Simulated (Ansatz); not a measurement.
Consider the ligand exchange at the In–C bond: `[CH3][In]([OH])[Br]` + HCl → `[OH][In]([Cl])[Br]` + CH₄.

Program: Ansatz. Geometries: PBE0-D4/def2-TZVP. ΔE: electronic, gas phase. CCSD(T)/CBS is the MP2 limit (def2-TZVPP, def2-QZVPP) plus CCSD(T) − MP2 in def2-TZVPP, frozen cores. This one scheme is used for every species. Functionals use def2-TZVPP. B3LYP here is the variant with VWN-RPA as its local correlation; programs differ in this. Elements past krypton have def2 core potentials. For Br, In outer-core shells are correlated without core-valence functions, which leaves a few kJ/mol of doubt a bond. Scalar relativity is left out up to krypton. Each species was taken in one conformer, which may not be the lowest.

```csv
level,ΔE (kJ/mol),difference from CCSD(T)/CBS
r2SCAN-D4,-118.5,-5.5
BHLYP-D4,-125.2,-12.2
ωB97M-V,-114.9,-1.9
revPBE,-112.8,0.2
B3LYP,-117.9,-4.9
CAM-B3LYP,-117.0,-4.0
CCSD/def2-SVP,-126.4,-13.4
MP2/def2-TZVPP,-109.6,3.4
HF/def2-QZVPP,-138.9,-25.9
SCS-MP2/def2-QZVPP,-114.8,-1.8
CCSD(T)/CBS,-113.0,0
```

Largest T1 diagnostic among the species: 0.013.

At CCSD(T), def2-SVP lies −12.2 kJ/mol from the extrapolated value and def2-TZVPP +3.1 kJ/mol. In def2-TZVPP, CCSD(T) changes the Hartree–Fock value by +28.9 kJ/mol (the triples alone add +1.7 kJ/mol) and MP2 by +29.1 kJ/mol. From BLYP to BHLYP (50 % exact exchange), in def2-TZVPP and without D4, ΔE moves by −9.7 kJ/mol.
